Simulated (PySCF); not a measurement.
An unknown gives this computed stick spectrum. Theory: TDDFT PBE0/def2-SVPD, vertical, gas phase, core orbitals frozen in the response in PySCF 2.14.0, density-fitted response routines. Geometries: GFN2-xTB, one conformer each.

| state | E (eV) | f | main configurations (H = HOMO, L = LUMO) |
| --- | --- | --- | --- |
| S1 | 1.70 | 0.0000 | H→L (99%) |
| S2 | 3.31 | 0.0000 | H-1→L (98%) |
| S3 | 3.62 | 0.0003 | H→L+1 (93%) |
| S4 | 4.48 | 0.0035 | H-1→L+1 (91%) |
| S5 | 4.54 | 0.378 | H-2→L (96%) |
| S6 | 4.81 | 0.0001 | H-3→L (80%), H→L+2 (18%) |

**Question.** Which structure fits? All have the formula C6H6N2S.
A. `Cc1nc(ns1)C#CC`
B. `C#Cc1nsnc1CC`
C. `CC(=S)c1ncccn1`

**Answer.** C. Its S1, at 1.70 eV, is the lowest among the candidates; the nearest of the others has S1 at 4.80 eV. S1 is HOMO→LUMO (99%). Löwdin shares by element: HOMO sulfur 72%, carbon 14% or more, nitrogen 5% or more; LUMO carbon 41% or more, sulfur 32% (atoms not listed hold the other 26%). At the same level the other candidates give, for their lowest levels:
- `C#Cc1nsnc1CC`: 4.80 eV (f 0.000); 4.91 eV (f 0.265); 5.29 eV (f 0.001); 5.80 eV (f 0.000); 5.94 eV (f 0.020); T1 3.41 eV; HOMO -7.40, LUMO -1.87 eV
- `CC#Cc1nsc(C)n1`: 4.89 eV (f 0.201); 4.93 eV (f 0.000); 5.16 eV (f 0.001); 5.42 eV (f 0.000); 5.78 eV (f 0.002); T1 3.32 eV; HOMO -6.95, LUMO -1.43 eV

Conformer computed: `[CH3:1][C:2](=[S:3])[c:4]1[n:5][cH:6][cH:7][cH:8][n:9]1`: C1–C2–C4–N5 180°.
Triplets come from the Tamm–Dancoff approximation.
